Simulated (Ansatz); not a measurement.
Computed with Ansatz on PBE0-D4/def2-TZVP structures; ΔE is electronic, products minus reactants. CBS: MP2 limit from def2 TZ/QZ plus the TZ coupled-cluster correction, frozen cores. This one scheme is used for every species. DFT in def2-TZVPP. B3LYP here is the variant with VWN-RPA as its local correlation; programs differ in this. One conformer a species, not always the lowest.

Reaction (silylene formation by 1,1-elimination): `CBNC[SiH3]` → `CBNC` + `[SiH2]`

`CBNC[SiH3]`:

Z-matrix (Å, degrees):
```
C
B 1 1.568
H 1 1.095 2 110.5
H 1 1.096 2 110.4 3 -116.4
H 1 1.094 2 114.3 3 121.9
N 2 1.391 1 121.7 3 -122.0
H 2 1.203 1 121.4 3 57.9
C 6 1.451 2 127.1 1 -178.3
H 6 1.010 2 119.0 1 -0.9
Si 8 1.890 6 112.0 2 114.0
H 8 1.093 6 108.3 2 -6.1
H 8 1.097 6 111.1 2 -122.7
H 10 1.486 8 110.0 6 -63.7
H 10 1.489 8 109.1 6 55.3
H 10 1.489 8 110.7 6 175.0
```

`CBNC`:

Cartesian coordinates in Å:
```
C 1.200 1.596 0.024
B 0.593 0.182 0.329
N -0.577 -0.261 -0.276
C -1.231 -1.532 -0.079
H 0.624 2.188 -0.694
H 2.220 1.500 -0.364
H 1.291 2.182 0.945
H 1.124 -0.571 1.103
H -1.048 0.346 -0.930
H -0.657 -2.118 0.639
H -2.245 -1.409 0.314
H -1.296 -2.102 -1.011
```

`[SiH2]`:

Z-matrix (Å, degrees):
```
Si
H 1 1.525
H 1 1.525 2 91.2
```

Q: Is it downhill or uphill in electronic energy at CCSD(T)/CBS, and by how much? (Estimate.)

A: Computed: Uphill: ΔE = +2.28 eV.

Q: What do these levels give: B3LYP-D4, CCSD/def2-TZVPP, HF/def2-QZVPP, SCS-MP2/def2-QZVPP, HF/CBS(def2), MP2/CBS(def2)? (An estimate is asked.)

A: The calculation gave: B3LYP-D4 2.24, CCSD/def2-TZVPP 2.16, HF/def2-QZVPP 2.05, SCS-MP2/def2-QZVPP 2.33, HF/CBS(def2) 2.05, MP2/CBS(def2) 2.49 eV.

Largest T1 diagnostic among the species: 0.014.

The D4 term adds +0.14 eV with B3LYP and +0.08 eV with PBE0; it sums over pairs of atoms, weighted by their polarisabilities, and B3LYP, whose exchange is more repulsive, gets the larger term. From PBE to PBE0 (25 % exact exchange), in def2-TZVPP and without D4, ΔE moves by +0.08 eV. In def2-TZVPP, CCSD(T) changes the Hartree–Fock value by +0.18 eV (the triples alone add +0.05 eV) and MP2 by +0.38 eV.
